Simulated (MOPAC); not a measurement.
A run for MOPAC: PM3 on AlAs, 2S+1 = 3, a spin state set in the input, which need not be the lowest, a point of a bond scan (R = 2.314 Å).

```
PM3 1SCF PRECISE CHARGE=0 UHF MS=1 THREADS=1
AlAs

Al     0.00000000 1     0.00000000 1     0.00000000 1
As     0.00000000 1     0.00000000 1     2.31401200 1
```

Output:

```
*******************************************************************************
 **                                                                           **
 **                              MOPAC v23.2.5                                **
 **                                                                           **
 *******************************************************************************
 ** MOPAC's Digital Object Identifier: https://doi.org/10.5281/zenodo.6511958 **
 **                                                                           **
 ** Please cite the open-source release paper for use of this MOPAC version:  **
 ** J. E. Moussa and J. J. P. Stewart (2026)                                  **
 ** MOPAC: An open-source semiempirical molecular orbital program             **
 ** J. Open Source Softw., 11(119), 8025, https://doi.org/10.21105/joss.08025 **
 *******************************************************************************

                              PM3 CALCULATION RESULTS

 *******************************************************************************
 *  PM3        - The PM3 Hamiltonian to be used
 *  UHF        - UNRESTRICTED HARTREE-FOCK CALCULATION
 *
 *
 *
 *                 CHARGE ON SYSTEM = 0
 *
 *
 *
 *  MS=        - IN MECI, MAGNETIC COMPONENT OF SPIN =  1.0
 *  PRECISE    - TIGHTER CRITERIA TO BE USED
 *  1SCF       - DO 1 SCF AND THEN STOP
 *  THREADS=1  - MULTI-THREADING NOT USED
 *  T=         - A TIME OF 172800.0 SECONDS REQUESTED
 *  DUMP=N     - RESTART FILE WRITTEN EVERY 7200.0 SECONDS REQUESTED
 *******************************************************************************
PM3 1SCF PRECISE CHARGE=0 UHF MS=1 THREADS=1
 AlAs

   ATOM   CHEMICAL          X               Y               Z
  NUMBER   SYMBOL      (ANGSTROMS)     (ANGSTROMS)     (ANGSTROMS)

     1      Al          0.00000000  *   0.00000000  *   0.00000000  *
     2      As          0.00000000  *   0.00000000  *   2.31401200  *



          CARTESIAN COORDINATES

    NO.       ATOM           X           Y           Z

     1        Al          0.0000      0.0000      0.0000
     2        As          0.0000      0.0000      2.3140

 Al: (PM3): J. J. P. STEWART, J. COMP. CHEM. 10, 209 (1989).
 As: (PM3): J. J. P. STEWART, J. COMP. CHEM. 12, 320-341 (1991).

           Empirical Formula: Al As  =     2 atoms



      MOLECULAR POINT GROUP   :   C*v


          UHF CALCULATION, NO. OF ALPHA ELECTRONS =    5
                           NO. OF BETA  ELECTRONS =    3

 -------------------------------------------------------------------------------
 PM3 1SCF PRECISE CHARGE=0 UHF MS=1 THREADS=1
 AlAs



     1SCF WAS SPECIFIED, SO BFGS WAS NOT USED
     SCF FIELD WAS ACHIEVED


                              PM3 CALCULATION
                                                       MOPAC v23.2.5 Linux




          FINAL HEAT OF FORMATION =         74.93562 KCAL/MOL =     313.53064 KJ/MOL


          COSMO AREA              =        100.66 SQUARE ANGSTROMS
          COSMO VOLUME            =         88.79 CUBIC ANGSTROMS

          IONIZATION POTENTIAL    =          9.143366 EV
          ALPHA SOMO LUMO (EV)    =         -9.143 -3.236
          BETA  SOMO LUMO (EV)    =         -9.573 -4.087
          NO. OF ALPHA ELECTRONS  =          5
          NO. OF BETA  ELECTRONS  =          3
          MOLECULAR WEIGHT        =        101.9031         POINT GROUP:  C*v

          MOLECULAR DIMENSIONS (Angstroms)

            Atom       Atom       Distance
           As     2   Al     1     2.31401
           As     2   Al     1     0.00000
           Al     1   As     2     0.00000


          SCF CALCULATIONS        =          1





   ATOM   CHEMICAL          X               Y               Z
  NUMBER   SYMBOL      (ANGSTROMS)     (ANGSTROMS)     (ANGSTROMS)

     1      Al          0.00000000  *   0.00000000  *   0.00000000  *
     2      As          0.00000000  *   0.00000000  *   2.31401200  *

                             CARTESIAN COORDINATES

   1   Al        0.000000000     0.000000000     0.000000000
   2   As        0.000000000     0.000000000     2.314012000


           Empirical Formula: Al As  =     2 atoms



      MOLECULAR POINT GROUP   :   C*v


          ALPHA EIGENVALUES
 -18.65731 -11.33630 -10.90075 -10.04033  -9.14337  -3.23593  -2.77211   3.03731


           BETA EIGENVALUES
 -16.96595 -10.79166  -9.57275  -4.08730  -3.07456  -2.69161  -2.00993   7.27321


              NET ATOMIC CHARGES AND DIPOLE CONTRIBUTIONS

  ATOM NO.   TYPE          CHARGE      No. of ELECS.   s-Pop       p-Pop
    1         Al          -0.243750        3.2438     0.04816     3.19559
    2         As           0.243750        4.7562     1.91786     2.83839
 DIPOLE           X         Y         Z       TOTAL
 POINT-CHG.     0.000     0.000     2.709     2.709
 HYBRID        -0.000     0.000    -1.789     1.789
 SUM           -0.000     0.000     0.920     0.920


          ATOMIC ORBITAL ELECTRON POPULATIONS

     Atom    s        px        py        pz
    1 Al   0.04816   1.85259   0.89211   0.45089
    2 As   1.91786   1.14741   0.10789   1.58309


                    (SZ)    =    1.000000
                    (S**2)  =    2.012528


          ATOMIC ORBITAL SPIN POPULATIONS

    Atom   Total    s     px     py     pz
         Atomic
    1 Al  1.1040  0.019  0.147  0.892  0.045
    2 As  0.8960  0.016  0.853  0.108 -0.080

 **********************
 *                    *
 * JOB ENDED NORMALLY *
 *                    *
 **********************




 == MOPAC DONE ==
```

The run finished.

Cost: around 0.020 core-seconds (rough).
